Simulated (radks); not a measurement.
Results of a calculation; reference values are marked as such.
Isoelectronic series with 27 electrons, all held in the configuration [Ar] 3d9, which need not be the ground one along the series. Level of theory: Dirac Kohn-Sham, PBE, spin-unpolarised, spherical densities, point nucleus; open shells fill j = l - 1/2 first (a radial shooting solver on a logarithmic mesh with Libxc functionals). Total energies (hartree) and mean radii <r> (bohr) (* marks an orbital that is empty in some or all of the ions):

| ion | E (hartree) | 4s1/2* | 3d5/2 | 3d3/2 | 3p3/2 | 3p1/2 |
|---|---|---|---|---|---|---|
| Xe27+ | -7065.22908 | 0.6087 | 0.2698 | 0.2665 | 0.2982 | 0.2876 |
| Ba29+ | -7678.1247 | 0.5760 | 0.2562 | 0.2529 | 0.2841 | 0.2733 |
| Ce31+ | -8319.3400 | 0.5466 | 0.2440 | 0.2406 | 0.2713 | 0.2603 |
| Nd33+ | -8989.3250 | 0.5198 | 0.2329 | 0.2294 | 0.2595 | 0.2483 |
| Sm35+ | -9688.5629 | 0.4954 | 0.2228 | 0.2192 | 0.2487 | 0.2372 |
| Gd37+ | -10417.5735 | 0.4731 | 0.2135 | 0.2098 | 0.2388 | 0.2269 |
| Dy39+ | -11176.9154 | 0.4525 | 0.2050 | 0.2012 | 0.2295 | 0.2174 |
| Er41+ | -11967.1901 | 0.4335 | 0.1971 | 0.1933 | 0.2210 | 0.2086 |
| Yb43+ | -12789.0456 | 0.4158 | 0.1898 | 0.1859 | 0.2130 | 0.2003 |
| Hf45+ | -13643.1808 | 0.3994 | 0.1830 | 0.1790 | 0.2055 | 0.1925 |
| W47+ | -14530.3504 | 0.3840 | 0.1767 | 0.1726 | 0.1985 | 0.1852 |
